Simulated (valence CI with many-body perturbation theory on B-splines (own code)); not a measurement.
P8+: E2, M1 decay

Computed by configuration interaction combined with many-body perturbation theory (CI+MBPT): five valence electrons over a frozen Dirac-Fock core [He], radial functions for each j: 9 s, 9 p, 8 d, 6 f, 3 g, 1 h, with the one-electron correlation potential Σ1, the two-electron term Σ2, the three-electron term Σ3, Breit, model QED; selected CI, second order for the rest, scaled by the run's own slope (own B-spline code, finite nucleus).

No measured levels were compared; by estimate levels of excited configurations hold to 0.05 to 0.15 % of their energy, terms of the ground configuration to about 0.5 %. Among the levels kept, up to 2100 cm⁻¹ of a level comes from second order outside the variational space, and about a tenth of that is noise between levels of different J, which matters for small intervals.

Lines 1 to 17 of 17 in falling wavelength, among levels below 2034400 cm⁻¹, chosen from the decays that carry over 1 % of a level's rate. Wavelengths and rates use the calculated energies, so an error of 300 cm⁻¹ moves a line at 248.0 nm by 0.74 % and its rate by three times that or more. Electric multipoles are in the length gauge, E1 and E2 with the static RPA response of the core. S is in atomic units (e²a₀⁴ for E2 and M2, e²a₀⁶ for E3), for M1 in squared Bohr magnetons. Weak lines are less certain than strong ones. Lines between different terms over intervals too small for the method are left out, as are lines whose strength nearly cancels.

Letters in brackets count levels of one name in rising energy.

```tsv
λ vac (nm)	Upper	Lower	Type	A (s⁻¹)	S (a.u.)
17250	2s2 2p3 2D°_5/2	2s2 2p3 2D°_3/2	M1	2.06e-03	2.35e+00
248.0	2s2 2p3 2P°_1/2	2s2 2p3 2D°_3/2	M1	2.79e+01	3.16e-02
245.3	2s2 2p3 2P°_3/2	2s2 2p3 2D°_5/2	M1	2.61e+01	5.72e-02
241.9	2s2 2p3 2P°_3/2	2s2 2p3 2D°_3/2	M1	4.78e+01	1.00e-01
131.3	2s2 2p3 2D°_3/2	2s2 2p3 4S°_3/2	M1	5.10e+00	1.71e-03
130.3	2s2 2p3 2D°_5/2	2s2 2p3 4S°_3/2	M1	1.12e-01	5.51e-05
130.3	2s2 2p3 2D°_5/2	2s2 2p3 4S°_3/2	E2	1.86e-02	3.73e-04
85.83	2s2 2p3 2P°_1/2	2s2 2p3 4S°_3/2	M1	6.75e+01	3.17e-03
85.08	2s2 2p3 2P°_3/2	2s2 2p3 4S°_3/2	M1	1.60e+02	1.46e-02
5.708	2s2 2p2 3p 2S°_1/2	2s2 2p3 2D°_5/2	E2	2.70e+07	2.92e-02
5.706	2s2 2p2 3p 2S°_1/2	2s2 2p3 2D°_3/2	E2	2.21e+07	2.39e-02
5.607	2s2 2p2 3p 2D°_3/2 [a]	2s2 2p3 2D°_3/2	E2	2.64e+07	5.23e-02
5.590	2s2 2p2 3p 2D°_5/2 [a]	2s2 2p3 2D°_5/2	E2	2.74e+07	8.02e-02
5.442	2s2 2p2 3p 4D°_1/2	2s2 2p3 4S°_3/2	E2	2.26e+07	1.93e-02
5.437	2s2 2p2 3p 4D°_3/2	2s2 2p3 4S°_3/2	E2	2.23e+07	3.78e-02
5.428	2s2 2p2 3p 4D°_5/2	2s2 2p3 4S°_3/2	E2	2.23e+07	5.62e-02
5.416	2s2 2p2 3p 4D°_7/2	2s2 2p3 4S°_3/2	E2	2.29e+07	7.63e-02
```
